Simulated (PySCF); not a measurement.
CH₅AsGa, charge +2, quartet, geometry from GFN2-xTB of the parent state (such geometries of metal compounds can be far from the true shape) (a state made from the parent by changing its charge; the spin is typed, not shown lowest); DF-CAMB3LYP/pcseg-1 (PySCF).

The PySCF input:
```python
from pyscf import gto, scf, dft

mol = gto.M(
    atom='''
Ga   -0.264802    0.699186   -0.520613
C    -0.835439    2.300768   -1.715439
H    -1.707112    2.797559   -1.276791
H    -1.092309    1.940710   -2.717274
H    -0.011525    3.018750   -1.790986
As    0.517462   -1.220068    0.918345
H    -0.398451   -2.089472    0.084190
H    -0.645368   -0.884676    1.827087
''',
    basis='pcseg-1',
    charge=2,
    spin=3,
    verbose=4,
)

mf = dft.UKS(mol)
mf.xc = 'camb3lyp'
mf = mf.density_fit(auxbasis='def2-universal-jkfit')
mf.kernel()
```

It wrote (shortened):

```
PySCF version 2.14.0

[INPUT] verbose = 4
[INPUT] num. atoms = 8
[INPUT] num. electrons = 73
[INPUT] charge = 2
[INPUT] spin (= nelec alpha-beta = 2S) = 3
[INPUT] symmetry False subgroup None
[INPUT] Mole.unit = angstrom
[INPUT] Symbol           X                Y                Z      unit          X                Y                Z       unit  Magmom
[INPUT]  1 Ga    -0.264802000000   0.699186000000  -0.520613000000 AA   -0.500403257237   1.321270050130  -0.983815986888 Bohr   0.0
[INPUT]  2 C     -0.835439000000   2.300768000000  -1.715439000000 AA   -1.578750903781   4.347821396163  -3.241709893398 Bohr   0.0
[INPUT]  3 H     -1.707112000000   2.797559000000  -1.276791000000 AA   -3.225974143959   5.286620327312  -2.412785308310 Bohr   0.0
[INPUT]  4 H     -1.092309000000   1.940710000000  -2.717274000000 AA   -2.064164853398   3.667410387205  -5.134903665401 Bohr   0.0
[INPUT]  5 H     -0.011525000000   3.018750000000  -1.790986000000 AA   -0.021779093586   5.704610738531  -3.384473032930 Bohr   0.0
[INPUT]  6 As     0.517462000000  -1.220068000000   0.918345000000 AA    0.977861459870  -2.305594373346   1.735420537864 Bohr   0.0
[INPUT]  7 H     -0.398451000000  -2.089472000000   0.084190000000 AA   -0.752963264059  -3.948529824947   0.159096042427 Bohr   0.0
[INPUT]  8 H     -0.645368000000  -0.884676000000   1.827087000000 AA   -1.219568769558  -1.671795348976   3.452694035753 Bohr   0.0

nuclear repulsion = 359.882742248484
number of shells = 19
number of NR pGTOs = 224
number of NR cGTOs = 93
basis = pcseg-1
ecp = {}

******** <class 'pyscf.df.df_jk.DFUKS'> ********
method = DFUKS
initial guess = minao
damping factor = 0
level_shift factor = 0
DIIS = <class 'pyscf.scf.diis.CDIIS'>
diis_start_cycle = 1
diis_space = 8
diis_damp = 0
SCF conv_tol = 1e-09
SCF conv_tol_grad = None
SCF max_cycles = 50
direct_scf = False
number electrons alpha = 38  beta = 35
XC library pyscf.dft.libxc version 7.1.2
    S. Lehtola, C. Steigemann, M. J. T. Oliveira, and M. A. L. Marques,  SoftwareX 7, 1–5 (2018)
XC functionals = camb3lyp
    T. Yanai, D. P. Tew, and N. C. Handy,  Chem. Phys. Lett. 393, 51 (2004)
radial grids:
    Treutler-Ahlrichs [JCP 102, 346 (1995); DOI:10.1063/1.469408] (M4) radial grids

becke partition: Becke, JCP 88, 2547 (1988); DOI:10.1063/1.454033
pruning grids: <function nwchem_prune>
grids dens level: 3
symmetrized grids: False
atomic radii adjust function: <function treutler_atomic_radii_adjust>
small_rho_cutoff = 0
Set gradient conv threshold to 3.16228e-05
tot grids = 104488
******** <class 'pyscf.df.df.DF'> ********
auxbasis = def2-universal-jkfit
Create RSH-DF object <pyscf.df.df.DF object> for omega=0.33
******** <class 'pyscf.df.df.DF'> ********
auxbasis = auxmol.basis = def2-universal-jkfit
init E= -4200.10775182088

cycle= 1 E= -4200.5230152655  delta_E= -0.415  |g|= 0.294  |ddm|= 2.24

cycle= 2 E= -4200.59052205121  delta_E= -0.0675  |g|= 0.178  |ddm|= 1.39

cycle= 3 E= -4200.6116454123  delta_E= -0.0211  |g|= 0.0445  |ddm|= 0.337

cycle= 4 E= -4200.61302664214  delta_E= -0.00138  |g|= 0.017  |ddm|= 0.083

cycle= 5 E= -4200.61332415917  delta_E= -0.000298  |g|= 0.00381  |ddm|= 0.046

cycle= 6 E= -4200.61339183876  delta_E= -6.77e-05  |g|= 0.00233  |ddm|= 0.0246

cycle= 7 E= -4200.61341957054  delta_E= -2.77e-05  |g|= 0.00137  |ddm|= 0.0148

cycle= 8 E= -4200.61344109471  delta_E= -2.15e-05  |g|= 0.000722  |ddm|= 0.0196

cycle= 9 E= -4200.61344704809  delta_E= -5.95e-06  |g|= 0.000288  |ddm|= 0.0119

cycle= 10 E= -4200.61344788488  delta_E= -8.37e-07  |g|= 0.000104  |ddm|= 0.0049

cycle= 11 E= -4200.61344794537  delta_E= -6.05e-08  |g|= 4.06e-05  |ddm|= 0.00117

cycle= 12 E= -4200.61344795392  delta_E= -8.55e-09  |g|= 1.63e-05  |ddm|= 0.000428

cycle= 13 E= -4200.61344795532  delta_E= -1.4e-09  |g|= 6.3e-06  |ddm|= 0.000143

cycle= 14 E= -4200.61344795554  delta_E= -2.24e-10  |g|= 3.85e-06  |ddm|= 5.7e-05

Extra cycle  E= -4200.61344795556  delta_E= -1.46e-11  |g|= 2.94e-06  |ddm|= 1.29e-05
converged SCF energy = -4200.61344795556  <S^2> = 3.7582231  2S+1 = 4.0041094
```
